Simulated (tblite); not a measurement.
C7H16N2.
Bonds: C1–C2, C2–C3, C2–N4, N4–N5, N5–C6, C6–C7, C7–C8, C8–C9, N5–C9. Hydrogens: H10, H11, H12 on C1; H13 on C2; H14, H15, H16 on C3; H17 on N4; H18, H19 on C6; H20, H21 on C7; H22, H23 on C8; H24, H25 on C9.

Computed with GFN2-xTB (tblite), gas phase: L-BFGS steps from a force-field or distance-geometry start until the largest atomic force falls under 0.01 eV/Å.

Geometry at step 14:
```
atom  x, y, z in Å
C1      2.6430   -1.0232    0.8235
C2      1.6988    0.1277    0.4520
C3      2.3573    1.0577   -0.5724
N4      0.4329   -0.4441    0.0036
N5     -0.5482    0.5692   -0.3931
C6     -1.3790    0.9118    0.7677
C7     -2.6620    0.0476    0.7281
C8     -2.3927   -0.9124   -0.4259
C9     -1.5027   -0.0366   -1.3145
H10     3.6780   -0.7415    0.6569
H11     2.5475   -1.3372    1.8583
H12     2.4364   -1.8876    0.2005
H13     1.4764    0.7237    1.3427
H14     3.1580    1.6205   -0.1034
H15     1.6200    1.7689   -0.9367
H16     2.7922    0.5041   -1.4028
H17     0.6167   -0.9856   -0.8379
H18    -0.8193    0.7416    1.6854
H19    -1.6182    1.9740    0.7045
H20    -2.8218   -0.4581    1.6766
H21    -3.5474    0.6472    0.5073
H22    -3.2952   -1.2791   -0.9099
H23    -1.8022   -1.7598   -0.0785
H24    -0.9867   -0.5768   -2.1076
H25    -2.0931    0.7722   -1.7580
```

Question: Give the atomic forces at this geometry.

Answer: 
```json
{"atom": "C1", "Fx (eV/Å)": "0.019", "Fy (eV/Å)": "-0.065", "Fz (eV/Å)": "-0.033"}
{"atom": "C2", "Fx (eV/Å)": "0.029", "Fy (eV/Å)": "0.053", "Fz (eV/Å)": "0.018"}
{"atom": "C3", "Fx (eV/Å)": "0.066", "Fy (eV/Å)": "0.103", "Fz (eV/Å)": "-0.007"}
{"atom": "N4", "Fx (eV/Å)": "0.066", "Fy (eV/Å)": "-0.038", "Fz (eV/Å)": "-0.017"}
{"atom": "N5", "Fx (eV/Å)": "-0.077", "Fy (eV/Å)": "-0.058", "Fz (eV/Å)": "0.109"}
{"atom": "C6", "Fx (eV/Å)": "-0.051", "Fy (eV/Å)": "0.064", "Fz (eV/Å)": "0.104"}
{"atom": "C7", "Fx (eV/Å)": "-0.015", "Fy (eV/Å)": "-0.029", "Fz (eV/Å)": "0.029"}
{"atom": "C8", "Fx (eV/Å)": "0.027", "Fy (eV/Å)": "-0.021", "Fz (eV/Å)": "-0.045"}
{"atom": "C9", "Fx (eV/Å)": "0.033", "Fy (eV/Å)": "-0.004", "Fz (eV/Å)": "-0.016"}
{"atom": "H10", "Fx (eV/Å)": "0.040", "Fy (eV/Å)": "0.118", "Fz (eV/Å)": "0.031"}
{"atom": "H11", "Fx (eV/Å)": "-0.163", "Fy (eV/Å)": "0.074", "Fz (eV/Å)": "0.029"}
{"atom": "H12", "Fx (eV/Å)": "-0.032", "Fy (eV/Å)": "-0.078", "Fz (eV/Å)": "-0.091"}
{"atom": "H13", "Fx (eV/Å)": "-0.030", "Fy (eV/Å)": "0.016", "Fz (eV/Å)": "0.054"}
{"atom": "H14", "Fx (eV/Å)": "0.079", "Fy (eV/Å)": "0.035", "Fz (eV/Å)": "0.087"}
{"atom": "H15", "Fx (eV/Å)": "-0.028", "Fy (eV/Å)": "-0.070", "Fz (eV/Å)": "-0.111"}
{"atom": "H16", "Fx (eV/Å)": "-0.183", "Fy (eV/Å)": "-0.048", "Fz (eV/Å)": "-0.047"}
{"atom": "H17", "Fx (eV/Å)": "0.051", "Fy (eV/Å)": "-0.072", "Fz (eV/Å)": "0.002"}
{"atom": "H18", "Fx (eV/Å)": "0.078", "Fy (eV/Å)": "-0.012", "Fz (eV/Å)": "-0.020"}
{"atom": "H19", "Fx (eV/Å)": "-0.008", "Fy (eV/Å)": "0.073", "Fz (eV/Å)": "-0.022"}
{"atom": "H20", "Fx (eV/Å)": "-0.028", "Fy (eV/Å)": "-0.077", "Fz (eV/Å)": "0.007"}
{"atom": "H21", "Fx (eV/Å)": "0.093", "Fy (eV/Å)": "0.078", "Fz (eV/Å)": "0.039"}
{"atom": "H22", "Fx (eV/Å)": "0.011", "Fy (eV/Å)": "0.078", "Fz (eV/Å)": "-0.055"}
{"atom": "H23", "Fx (eV/Å)": "-0.018", "Fy (eV/Å)": "-0.069", "Fz (eV/Å)": "0.008"}
{"atom": "H24", "Fx (eV/Å)": "-0.031", "Fy (eV/Å)": "-0.026", "Fz (eV/Å)": "-0.060"}
{"atom": "H25", "Fx (eV/Å)": "0.070", "Fy (eV/Å)": "-0.026", "Fz (eV/Å)": "0.008"}
```

The largest, 0.19 eV/Å, acts on H16; the rms over all components is 0.062 eV/Å. The forces sum to zero within rounding, as they must for an isolated molecule in no field.

Question: Give the force on H16 in Eh/bohr and in nN.

Answer: 0.195 eV/Å ÷ 51.422 = 0.00379 Eh/bohr, and 0.195 eV/Å × 1.602 = 0.31 nN.

Question: How far is this geometry from the end of the optimisation?

Answer: 0.219 eV above it, and 0.731 Å rms away after alignment. The bonds farthest from their final lengths, with half the difference of the two atoms' forces along the bond (positive lengthens):

```json
{"bond": "N4–N5", "now (Å)": "1.465", "final (Å)": "1.416", "force along bond (eV/Å)": "+0.02"}
{"bond": "C7–C8", "now (Å)": "1.525", "final (Å)": "1.535", "force along bond (eV/Å)": "+0.03"}
{"bond": "N5–C6", "now (Å)": "1.468", "final (Å)": "1.460", "force along bond (eV/Å)": "0.00"}
{"bond": "C1–C2", "now (Å)": "1.534", "final (Å)": "1.527", "force along bond (eV/Å)": "+0.04"}
{"bond": "C8–C9", "now (Å)": "1.533", "final (Å)": "1.539", "force along bond (eV/Å)": "0.00"}
{"bond": "C2–N4", "now (Å)": "1.460", "final (Å)": "1.454", "force along bond (eV/Å)": "+0.01"}
```

The angle farthest from its final value is N5–N4–H17, 105.4° against 112.7°.

Of the 2 listed bonds off by 0.010 Å or more, this force points towards the final length in 1.
